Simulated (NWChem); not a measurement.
# C2H4O3Si; SMILES O=C1OCO[SiH2]1

```xyz
10

O     -0.2741     2.2255     0.0000
C     -0.0468     1.0397     0.0000
O      1.2480     0.5525     0.0000
C      1.3919    -0.8748     0.0000
O      0.1605    -1.5570     0.0000
Si    -1.1815    -0.5226     0.0000
H      1.9747    -1.1470    -0.9087
H      1.9747    -1.1470     0.9087
H     -2.0189    -0.6712     1.2334
H     -2.0189    -0.6712    -1.2334
```
Atoms are numbered in this order, from 1.

Program: NWChem. Pople sets run with spherical d functions. All runs use the structure optimised with PBE-D3(BJ)/def2-SVP. B3LYP is NWChem's, with the RPA form of VWN correlation. Atomic charges in e: unrestrained fits to the electrostatic potential beside Mulliken populations; buried atoms are poorly determined by the fit.

For level B3LYP/def2-SVP:

* **Mulliken O1**: -0.20
* **Mulliken C2**: 0.06
* **Mulliken O3**: -0.31
* **Mulliken O5**: -0.48

Task: Estimate the same quantities for level Hartree-Fock/6-31G*.

Result: 
| Property | Result |
|---|---|
| Mulliken O1 | -0.53 |
| Mulliken C2 | 0.53 |
| Mulliken O3 | -0.66 |
| Mulliken O5 | -0.79 |
